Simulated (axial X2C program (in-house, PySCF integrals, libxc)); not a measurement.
**Bond lengths and stretching modes, held linear, of BrGeBr**

Calculated with an axial X2C code built on PySCF integrals: two-component X2C with atomic mean-field Coulomb and Gaunt terms, Gaussian nuclei, basis Br dyall-av3z, Ge dyall-v3z with contracted cores. Spin-free rows use the one-electron spin-free X2C Hamiltonian.

Masses Br 78.918, Ge 73.921, Br 78.918 u. States: 2c Ω = 0 (all partner blocks equally filled); spin-free M_S = 0, Λ = 0 (closed shell).

PBE0, 2c: energies above the lowest point

```tsv
r(Br–Ge) (Å)	r(Ge–Br) (Å)	E (meV)
2.4112	2.4112	38.29
2.4112	2.4730	14.32
2.4112	2.5348	20.17
2.4730	2.4112	14.32
2.4730	2.4730	0.00
2.4730	2.5348	14.92
2.4730	2.5966	53.12
2.5348	2.4112	20.17
2.5348	2.4730	14.92
2.5348	2.5348	38.38
2.5966	2.4730	53.12
2.5966	2.5966	138.29
```

Task: Fit a quadratic surface with cubic terms in each bond: where is the minimum, and what are the two stretching wavenumbers?

Result: At PBE0, 2c: bonds 2.471 and 2.471 Å; harmonic stretches 184.1 and 241.0 cm⁻¹; force constants 1.22, 1.22 and coupling 0.36 mdyn/Å.

The other levels and Hamiltonians give:

```tsv
Hamiltonian	level	r(Br–Ge) (Å)	r(Ge–Br) (Å)	lower stretch (cm⁻¹)	upper stretch (cm⁻¹)
2c	HF	2.512	2.512	183.7	197.3
2c	TPSSh	2.481	2.481	181.0	236.3
2c	MP2	2.455	2.455	188.5	252.3
spin-free	PBE0	2.470	2.470	184.4	241.3
spin-free	HF	2.511	2.511	183.9	197.5
spin-free	TPSSh	2.480	2.480	181.4	236.6
spin-free	MP2	2.454	2.454	188.7	252.4
```

Each state is one determinant, the lowest of a limited PBE0 search; the stretches come from a fit to these few points and carry an uncertainty of a few per cent. Other orders of the atoms were not compared. The levels spread by more than a fifth, so the stretches depend strongly on the method. MP2 freezes inner shells (threshold -2 hartree). The molecule was held linear; bending was not examined, so a bent shape may lie lower.
